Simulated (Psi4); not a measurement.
OSn, charge -1, doublet, at a GFN2-xTB geometry (such geometries of metal compounds can be far from the true shape) (a state made from the parent by changing its charge; the spin is typed, not shown lowest) (all electrons, no relativity) (a gas-phase anion, which may not be bound at this level); PBE/3-21G run with Psi4 1.11.

Here is a job for Psi4.
```
memory 2 GB

molecule mol {
-1 2
Sn   -0.000000   -0.000000   -0.266800
O     0.000000    0.000000    1.667501
}

set {
  basis 3-21g
  reference uks
  scf_type pk
}

energy('pbe')
print_variables()
```

Output, abridged:

```
   => Loading Basis Set <=

    Name: 3-21G
    Role: ORBITAL
    Keyword: BASIS

         ---------------------------------------------------------
                                   SCF
               by Justin Turney, Rob Parrish, Andy Simmonett
                          and Daniel G. A. Smith
                              UKS Reference
         ---------------------------------------------------------

  ==> Geometry <==

    Molecular point group: c2v
    Full point group: C_inf_v

    Geometry (in Angstrom), charge = -1, multiplicity = 2:

       Center              X                  Y                   Z               Mass
    ------------   -----------------  -----------------  -----------------  -----------------
         SN           0.000000000000     0.000000000000    -0.227664723118   119.902201630000
         O            0.000000000000     0.000000000000     1.706636276882    15.994914619570

  Running in c2v symmetry.

  Rotational constants: A = ************  B =      0.31926  C =      0.31926 [cm^-1]
  Rotational constants: A = ************  B =   9571.28490  C =   9571.28490 [MHz]
  Nuclear repulsion =  109.430168452583132

  Charge       = -1
  Multiplicity = 2
  Electrons    = 59
  Nalpha       = 30
  Nbeta        = 29

  ==> Algorithm <==

  SCF Algorithm Type is PK.
  DIIS enabled.
  MOM disabled.
  Fractional occupation disabled.
  Guess Type is SAD.
  Energy threshold   = 1.00e-06
  Density threshold  = 1.00e-06
  Integral threshold = 1.00e-12

  ==> Primary Basis <==

  Basis Set: 3-21G
    Blend: 3-21G
    Number of shells: 18
    Number of basis functions: 42
    Number of Cartesian functions: 42
    Spherical Harmonics?: false
    Max angular momentum: 2

  ==> DFT Potential <==

   => LibXC <=

    Version 7.1.2
    S. Lehtola, C. Steigemann, M. J. T. Oliveira, and M. A. L. Marques,  SoftwareX 7, 1–5 (2018) (10.1016/j.softx.2017.11.002)

   => Composite Functional: PBE <=

    PBE GGA Exchange-Correlation Functional

    J.P. Perdew et. al., Phys. Rev. Lett., 77(18), 3865-3868, 1996

    Deriv               =              1
    GGA                 =           TRUE
    Meta                =          FALSE

    Exchange Hybrid     =          FALSE
    MP2 Hybrid          =          FALSE

   => Exchange Functionals <=

    1.0000     XC_GGA_X_PBE

   => Correlation Functionals <=

    1.0000     XC_GGA_C_PBE

   => LibXC Density Thresholds  <==

    XC_GGA_C_PBE:  1.00E-12
    XC_GGA_X_PBE:  1.00E-15

[...]
   @Spin Contamination Metric:   4.971736276E-04
   @S^2 Expected:                7.500000000E-01
   @S^2 Observed:                7.504971736E-01
   @S   Expected:                5.000000000E-01
   @S   Observed:                5.000000000E-01

    Orbital Energies [Eh]
    ---------------------

    Alpha Occupied:

[...]
    Alpha Virtual:

[...]
    Beta Occupied:

[...]
    Beta Virtual:

[...]
      22A1   207.345399

    Final Occupation by Irrep:
             A1    A2    B1    B2
    DOCC [    15,    2,    6,    6 ]
    SOCC [     0,    0,    0,    1 ]
    NA   [    15,    2,    6,    7 ]
    NB   [    15,    2,    6,    6 ]

  @UKS Final Energy: -6073.40709658806645

   => Energetics <=

    Nuclear Repulsion Energy =            109.4301684525831320
    One-Electron Energy =               -8612.1880745331254730
    Two-Electron Energy =                2598.4976601402886445
    DFT Exchange-Correlation Energy =    -169.1468506478129257
    Empirical Dispersion Energy =           0.0000000000000000
    VV10 Nonlocal Energy =                  0.0000000000000000
    Total Energy =                      -6073.4070965880664517

  UHF NO Occupations:
  HONO-2 :    6 B1 1.9999361
  HONO-1 :   15 A1 1.9998941
  HONO-0 :    7 B2 1.0000000
  LUNO+0 :   16 A1 0.0001059
  LUNO+1 :    7 B1 0.0000639
  LUNO+2 :    8 B2 0.0000623
  LUNO+3 :   17 A1 0.0000107

Computation Completed

Properties will be evaluated at   0.000000,   0.000000,   0.000000 [a0]

Properties computed using the SCF density matrix

 Multipole Moments:

 ------------------------------------------------------------------------------------
     Multipole            Electronic (a.u.)      Nuclear  (a.u.)        Total (a.u.)
 ------------------------------------------------------------------------------------

 L = 1.  Multiply by 2.5417464519 to convert [e a0] to [Debye]
 Dipole X            :          0.0000000            0.0000000            0.0000000
 Dipole Y            :          0.0000000            0.0000000            0.0000000
 Dipole Z            :         -4.9278049            4.2894025           -0.6384024
 Magnitude           :                                                    0.6384024

 ------------------------------------------------------------------------------------

  Variable Map:
  ----------------------------------------------------------------------------
[...]
  Array Variable Map:
  ----------------------------------------------------------------------------
[...]
[...]
```
